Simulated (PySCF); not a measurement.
Dissociation curve of SMILES CF. The C1–H5 bond (C1 also carries F, H, H; H5 carries nothing else) is pulled apart rigidly from the PBE0/def2-TZVP optimised geometry.

Method: CCSD(T) on UHF/def2-TZVP, 2 core orbitals frozen run with PySCF.

Q: Relative to R = 1.09 Å, what are the energies at R = 0.87, 1.28, 2.38, 3.30 Å?

A: 1.310 eV at 0.87 Å, 0.409 eV at 1.28 Å, 4.349 eV at 2.38 Å, 4.772 eV at 3.30 Å.

The unrestricted determinant behind UCCSD(T) is spin-contaminated at 1.82 to 3.80 Å (<S²> up to 1.0, against 0.00 for a pure singlet).
